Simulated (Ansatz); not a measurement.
```yaml
crystal:
  periodic: [false, false, false]
  atoms:
    - {symbol: Si, position_ang: [-0.961882, 0.736150, -0.667053]}
    - {symbol: Si, position_ang: [0.642892, -0.868151, -0.111462]}
    - {symbol: Se, position_ang: [1.940163, -0.103624, 1.610748]}
    - {symbol: H, position_ang: [-1.869073, 0.246662, -1.740982]}
    - {symbol: H, position_ang: [-0.286298, 1.978697, -1.122405]}
    - {symbol: H, position_ang: [-1.773392, 1.040424, 0.542613]}
    - {symbol: H, position_ang: [0.008982, -2.171401, 0.226086]}
    - {symbol: H, position_ang: [1.606994, -1.084814, -1.221450]}
    - {symbol: H, position_ang: [0.780313, 0.179857, 2.466805]}
basis:
  gaussian: {orbitals: "6-31G*"}
total_charge: 1
magnetization: {spin_polarized: true, initial_magnetization: 7}
hamiltonian: {xc: {name: B3LYP5}, pseudopotentials: {relativity: none}}
output: {forces: true}
```

```sh
$ ansatz run in.yaml --threads 2 --pin off --events-out ev --progress --plain --max-ram 4352MiB
```

It prints (some lines left out):

```
Functional definition: B3LYP5
853 factors; integrals over basis functions are off by at most 6.6e-4 eV
mean field evaluation 1: about -81156.7494 eV, gradient 1.6e1 eV
mean field evaluation 2: about -81151.2282 eV, gradient 3.0e1 eV
mean field evaluation 4: about -81157.4314 eV, gradient 1.3e1 eV
mean field evaluation 8: about -81159.4723 eV, gradient 9.6e-1 eV
mean field evaluation 16: about -81159.5080 eV, gradient 9.2e-2 eV
mean field evaluation 32: about -81159.5084 eV, gradient 1.8e-4 eV
mean field -81159.50838295 eV, -2982.5569211827 hartree, gradient 1.2e-5 eV, S^2 15.758806; 9 other end points of the search recorded, 0 dependent functions left out
reference -81159.50867394 eV, -2982.5569318766 hartree; 37, 30 occupied and 48, 55 virtual orbitals, 853 factors
Total energy: -81159.50867394 eV, -2982.5569318766 hartree
Atom 0 at    -0.961882     0.736150    -0.667053 Å, force    -0.746236    -2.142978    -0.607653 eV/Å
Atom 1 at     0.642892    -0.868151    -0.111462 Å, force    -4.256513     1.810542    -2.750762 eV/Å
Atom 2 at     1.940163    -0.103624     1.610748 Å, force     7.738749     0.305943     1.581407 eV/Å
Atom 3 at    -1.869073     0.246662    -1.740982 Å, force    -0.004339     0.097501    -0.205093 eV/Å
Atom 4 at    -0.286298     1.978697    -1.122405 Å, force     0.425545     1.758444    -0.288564 eV/Å
Atom 5 at    -1.773392     1.040424     0.542613 Å, force    -0.403607     0.867933     0.806828 eV/Å
Atom 6 at     0.008982    -2.171401     0.226086 Å, force    -0.124802    -2.880634    -0.049259 eV/Å
Atom 7 at     1.606994    -1.084814    -1.221450 Å, force     1.483441    -1.238594    -1.615556 eV/Å
Atom 8 at     0.780313     0.179857     2.466805 Å, force    -4.112238     1.421842     3.128653 eV/Å
Dipole moment:    -0.326580     0.114628    -0.373729 e Å
```

In this input the spin is set far too high for this molecule. Self-consistency was reached. The result belongs to that input, not to the molecule as meant.
